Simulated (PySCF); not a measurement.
C2H6Cl2OSn, SMILES C[O][Sn]([CH3])([Cl])[Cl]. Atoms are numbered in the order given.

```xyz
12

C      2.7478     0.2535     0.0000
O      1.5858     1.0596     0.0000
Sn    -0.2188     0.2514     0.0000
C     -1.7007     1.7953     0.0000
Cl    -0.3374    -1.1649    -1.8896
Cl    -0.3374    -1.1649     1.8896
H      2.8095    -0.3927     0.8956
H      2.8095    -0.3927    -0.8956
H      3.6251     0.9214     0.0000
H     -2.3150     1.6889    -0.9032
H     -1.1711     2.7573     0.0000
H     -2.3150     1.6889     0.9032
```
Charge 0, spin multiplicity 1.

Geometry optimised at B3LYP-D3(BJ)/def2-SVP. The def2 effective core potentials stand for the cores of Sn; spin–orbit coupling is left out. The values are those of a single conformer.

These are PySCF 2.14.0 with B3LYP-D3(BJ)/def2-SVP values and carry that method's errors.

Frequencies are harmonic and unscaled.

```csv
mode,ν (cm⁻¹),IR (km/mol),moving atoms (share of kinetic energy)
1,48,1.1,"C 38 %, H 34 %, Cl 25 %"
2,55,0.1,H 87 %
3,91,4.0,"C 46 %, Cl 28 %, H 19 %"
4,111,7.5,"Cl 66 %, Sn 17 %, C 12 %"
5,113,0.1,"C 45 %, H 28 %, Cl 17 %"
6,122,5.3,"Cl 36 %, C 25 %, Sn 23 %, H 14 %"
7,124,1.7,H 86 %
8,187,21.6,"O 67 %, H 15 %, Cl 10 %"
9,263,15.7,"O 35 %, C 32 %, H 18 %, Sn 13 %"
10,356,25.9,"Cl 83 %, Sn 13 %"
11,373,61.9,"Cl 73 %, Sn 27 %"
12,525,18.1,"C 63 %, H 16 %, Sn 11 %, O 10 %"
13,566,43.8,"O 60 %, C 17 %, Sn 15 %, H 8 %"
14,782,38.1,"H 83 %, C 16 %"
15,785,35.1,"H 84 %, C 15 %"
16,1097,212.4,"O 52 %, C 44 %"
17,1173,0.5,"H 77 %, C 18 %"
18,1186,0.4,"H 75 %, C 19 %"
19,1204,0.4,"H 82 %, C 17 %"
20,1429,3.6,H 95 %
21,1430,3.4,H 95 %
22,1466,15.9,"H 89 %, C 10 %"
23,1467,3.7,H 97 %
24,1481,13.7,H 95 %
25,2984,76.4,H 97 %
26,3054,34.7,"H 90 %, C 10 %"
27,3061,0.3,H 98 %
28,3089,27.1,"H 91 %, C 9 %"
29,3184,0.3,"H 90 %, C 10 %"
30,3188,0.3,"H 90 %, C 10 %"
```
